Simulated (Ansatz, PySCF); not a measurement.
Input for Ansatz (a first-principles code):
Ansatz 0.2 input:
```yaml
crystal:
  periodic: [false, false, false]
  atoms:
    - {symbol: B, position_ang: [-0.00227492, -0.00958623, 0.00215028]}
    - {symbol: O, position_ang: [0.84032955, 0.90906200, 0.55714382]}
    - {symbol: C, position_ang: [0.78727063, 2.26912165, 0.18676269]}
    - {symbol: H, position_ang: [-0.14876939, 2.72141152, 0.52248313]}
    - {symbol: H, position_ang: [1.63093697, 2.76393147, 0.66838089]}
    - {symbol: H, position_ang: [0.85704070, 2.38012666, -0.89715821]}
    - {symbol: O, position_ang: [0.07925083, -1.31832532, 0.38407448]}
    - {symbol: C, position_ang: [1.01318219, -1.73635226, 1.35509872]}
    - {symbol: H, position_ang: [0.76270884, -1.31788518, 2.33262732]}
    - {symbol: H, position_ang: [0.96568486, -2.82484417, 1.39499728]}
    - {symbol: H, position_ang: [2.02158757, -1.41486489, 1.08753294]}
    - {symbol: O, position_ang: [-0.91074400, 0.38583612, -0.93020591]}
    - {symbol: C, position_ang: [-1.80540290, -0.51232238, -1.55099325]}
    - {symbol: H, position_ang: [-1.69823125, -1.51781701, -1.14459220]}
    - {symbol: H, position_ang: [-2.82310458, -0.15245611, -1.38495399]}
    - {symbol: H, position_ang: [-1.59746993, -0.52493561, -2.62337675]}
basis:
  gaussian:
    orbitals: STO-3G
hamiltonian:
  xc: pbe
accuracy: high
```

Write the same job for PySCF.

Several could match; the one computed here: 
```python
from pyscf import gto, scf, dft

mol = gto.M(
    atom='''
B    -0.002275   -0.009586    0.002150
O     0.840330    0.909062    0.557144
C     0.787271    2.269122    0.186763
H    -0.148769    2.721412    0.522483
H     1.630937    2.763931    0.668381
H     0.857041    2.380127   -0.897158
O     0.079251   -1.318325    0.384074
C     1.013182   -1.736352    1.355099
H     0.762709   -1.317885    2.332627
H     0.965685   -2.824844    1.394997
H     2.021588   -1.414865    1.087533
O    -0.910744    0.385836   -0.930206
C    -1.805403   -0.512322   -1.550993
H    -1.698231   -1.517817   -1.144592
H    -2.823105   -0.152456   -1.384954
H    -1.597470   -0.524936   -2.623377
''',
    basis='sto-3g',
    charge=0,
    spin=0,
    verbose=4,
)

mf = dft.RKS(mol)
mf.xc = 'pbe'
mf.grids.atom_grid = (99, 590)
mf.grids.prune = None
mf.kernel()
```

Both were run: Ansatz gave -365.085287 Eh and PySCF -365.085288 Eh, 0.001 mEh apart.
